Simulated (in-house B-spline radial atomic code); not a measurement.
Al3+ is squeezed into an impenetrable sphere of radius R (the orbitals vanish at R). No spin polarisation. Computed with an all-electron radial atomic-structure program (B-spline basis): non-relativistic LDA VWN5, spherical fractional occupations, point nucleus.

Energies in eV above the free ion in [He] 2s2 2p6:

```csv
R (bohr),highest level (eV),[He] 2s2 2p6,-dE/dV in [He] 2s2 2p6 (GPa)
9.34,-104,0,4.99e-12
5.91,-104,0,1.21e-07
4.78,-104,0,6.04e-05
4.26,-104,4.414e-05,0.00106
3.3,-104,0.005399,0.211
3.11,-104,0.01377,0.601
2.8,-104,0.06252,3.33
2.25,-103,0.8698,69.8
1.7,-98,11.26,1540
1.23,-70.7,97.55,25600
```
